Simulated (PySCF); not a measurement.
Working out the ionisation energy of Ar⁺

Ar⁺ [Ne] 3s2 3p5 (2P) → Ar²⁺ [Ne] 3s2 3p4 (3P). All numbers are calculated (PySCF 2.14, no relativity, point nucleus, in 6-31G* (4s3p1d, 18 functions)). Frozen: [Ne]. Energies in hartree (1 hartree = 27.21139 eV):

```json
{"part": "UHF", "Ar⁺ (lower)": "-526.233445", "Ar²⁺ (upper)": "-525.263821"}
{"part": "CCSD correlation", "Ar⁺ (lower)": "-0.126767", "Ar²⁺ (upper)": "-0.108452"}
{"part": "(T)", "Ar⁺ (lower)": "-0.001241", "Ar²⁺ (upper)": "-0.001011"}
```

Task: What does Hartree-Fock give?

Result: (-525.263821) − (-526.233445) = 0.969624 hartree = 26.385 eV.

Task: What do CCSD and CCSD(T) give?

Result: The CCSD correlation energies differ by 0.018315 hartree = 0.498 eV and the triples by 0.000230 hartree = 0.006 eV, so CCSD gives 26.883 eV and CCSD(T) 26.889 eV.

Reference: 27.630 eV (measured; NIST Atomic Spectra Database, ionization energies), between the lowest levels; spin-orbit coupling is absent from the calculation.

What remains against the reference includes basis incompleteness, the frozen core and higher excitations.
